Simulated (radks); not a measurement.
Correlation energies from several functionals, in hartree. Species: Zr4+ [Kr]; P [Ne] 3s2 3p3. All-electron calculation, non-relativistic Kohn-Sham, exchange-only PBE, spin-polarised, spherical densities, point nucleus. Program: a radial shooting solver on a logarithmic mesh with Libxc functionals. Every spin shell is full or empty, so the densities are truly spherical. Functionals are evaluated on that one density, not self-consistently.

functional     Zr4+         P
PW92        -3.4733   -1.1114
VWN5        -3.4889   -1.1172
PBEsol      -2.1161  -0.61438
LYP         -1.8257  -0.56668
P86         -2.1129  -0.59417
TPSS        -1.8571  -0.52826
revTPSS     -1.8812  -0.54325
B95         -2.2730  -0.59946
